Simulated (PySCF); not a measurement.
Geometries of 2 isomers of C6H8FN, from PBE0-D3(BJ)/def2-SVP geometry optimisation, gas phase in PySCF. One conformer each, no zero-point energy, no frequencies.

Question: Which isomer lies lower at this level?
A.
```xyz
16
angstrom
N      2.910   -0.785    1.086
C      1.921   -1.703    0.548
C      0.629   -1.103    0.193
C     -0.414   -0.542   -0.073
C     -1.656    0.114   -0.377
C     -1.705    1.223   -1.420
C     -1.854    1.553    0.017
F     -0.833    2.186    0.633
H      3.083   -0.041    0.412
H      2.527   -0.322    1.909
H      1.751   -2.510    1.282
H      2.347   -2.202   -0.339
H     -2.545   -0.522   -0.302
H     -0.748    1.491   -1.873
H     -2.574    1.285   -2.078
H     -2.827    1.854    0.418
```
B.
```xyz
16
angstrom
N      2.950   -0.139    0.573
C      1.939   -0.162   -0.192
C      0.631   -0.663    0.267
C     -0.297   -1.367   -0.710
F     -1.000   -2.428   -0.249
C     -0.635   -0.035   -0.227
C     -1.807    0.627    0.377
C     -1.073    1.265   -0.783
H      3.761    0.242    0.078
H      1.956    0.197   -1.243
H      0.620   -1.056    1.289
H      0.037   -1.513   -1.744
H     -1.690    1.077    1.368
H     -2.789    0.186    0.186
H     -1.561    1.273   -1.762
H     -0.457    2.144   -0.571
```

Answer: B. That is `[H]/N=C/[C@@H]1[C@@H](F)C12CC2`, 12.7 kcal/mol below the other.

```tsv
SMILES	atoms numbered as above	E (Eh)	relative (kcal/mol)	relative (kJ/mol)	dipole (D)
[H]/N=C/[C@@H]1[C@@H](F)C12CC2	[H]/[N:1]=[CH:2]/[C@@H:3]1[C@@H:4]([F:5])[C:6]12[CH2:7][CH2:8]2	-387.24629	0.0	0.0	2.81
NCC#C[C@@H]1C[C@@H]1F	[NH2:1][CH2:2][C:3]#[C:4][C@@H:5]1[CH2:6][C@@H:7]1[F:8]	-387.22603	12.7	53.2	2.23
```

As drawn, the lower has a C=N bond and a quaternary carbon, which the higher lacks; the higher has a C≡C bond, which the lower lacks.
